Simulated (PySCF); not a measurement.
**Radial density of Mo⁺ (molybdenum, charge +1)**

UHF, [Kr] 4d5, high-spin 6S determinant. Computed with PySCF 2.14 in aug-cc-pwCVDZ-PP with ECP28MDF, with scalar relativity through the core potential. This is the valence pseudo-density: the core potential removes the inner electrons and smooths the orbitals near the nucleus.

```json
{"r (bohr)": "0.0438", "4πr²ρ (e/bohr)": "2.468e-05", "4πr²(ρα − ρβ)": "0.0000"}
{"r (bohr)": "0.0737", "4πr²ρ (e/bohr)": "7.434e-05", "4πr²(ρα − ρβ)": "0.0000"}
{"r (bohr)": "0.124", "4πr²ρ (e/bohr)": "0.0003825", "4πr²(ρα − ρβ)": "0.0001"}
{"r (bohr)": "0.208", "4πr²ρ (e/bohr)": "0.004461", "4πr²(ρα − ρβ)": "0.0012"}
{"r (bohr)": "0.351", "4πr²ρ (e/bohr)": "0.1027", "4πr²(ρα − ρβ)": "0.0246"}
{"r (bohr)": "0.590", "4πr²ρ (e/bohr)": "2.404", "4πr²(ρα − ρβ)": "0.3559"}
{"r (bohr)": "0.992", "4πr²ρ (e/bohr)": "10.76", "4πr²(ρα − ρβ)": "2.1089"}
{"r (bohr)": "1.67", "4πr²ρ (e/bohr)": "5.979", "4πr²(ρα − ρβ)": "2.8173"}
{"r (bohr)": "2.81", "4πr²ρ (e/bohr)": "0.9546", "4πr²(ρα − ρβ)": "0.8488"}
{"r (bohr)": "4.72", "4πr²ρ (e/bohr)": "0.05130", "4πr²(ρα − ρβ)": "0.0511"}
{"r (bohr)": "7.94", "4πr²ρ (e/bohr)": "0.0002571", "4πr²(ρα − ρβ)": "0.0003"}
```

Energies and moments cover only the electrons outside the core potential.
